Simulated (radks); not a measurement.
Effect of the nuclear size on neutral rhodium, [Kr] 4d8 5s1. All-electron calculation, Dirac Kohn-Sham, PBE, spin-unpolarised, spherical densities, finite nucleus; open shells are shared between the two j in proportion to 2j + 1; Fermi nuclear charge, rms radius 4.4945 fm. Program: a radial shooting solver on a logarithmic mesh with Libxc functionals. The rms radius is varied about that value; shifts are against it.

| rms radius (fm) | total energy shift (eV) | density at nucleus (e/bohr^3) | 1s1/2 shift (meV) | 2s1/2 shift (meV) | 3p1/2 shift (meV) | 4s1/2 shift (meV) | 4p1/2 shift (meV) | 5s1/2 shift (meV) |
|---|---|---|---|---|---|---|---|---|
| 3.8293 | -0.604 | 1.234e+05 | -255 | -28.0 | 0.339 | -0.912 | 0.062 | -0.054 |
| 4.081 | -0.386 | 1.225e+05 | -163 | -17.9 | 0.216 | -0.582 | 0.040 | -0.034 |
| 4.4945 | 0 | 1.21e+05 | 0.000 | 0.000 | 0.000 | 0.000 | 0.000 | 0.000 |
| 4.7282 | 0.232 | 1.203e+05 | 97.9 | 10.8 | -0.130 | 0.351 | -0.024 | 0.021 |
| 5.4383 | 1.00 | 1.182e+05 | 422 | 46.4 | -0.561 | 1.51 | -0.103 | 0.089 |

Slopes of the eigenvalues against <r^2> in GHz/fm^2, as finite differences over the two radii next to the reference (eigenvalue slopes, not the field-shift constants of lines): 1s1/2 11000, 2s1/2 1210, 3p1/2 -14.7, 4s1/2 39.6, 4p1/2 -2.70, 5s1/2 2.32.
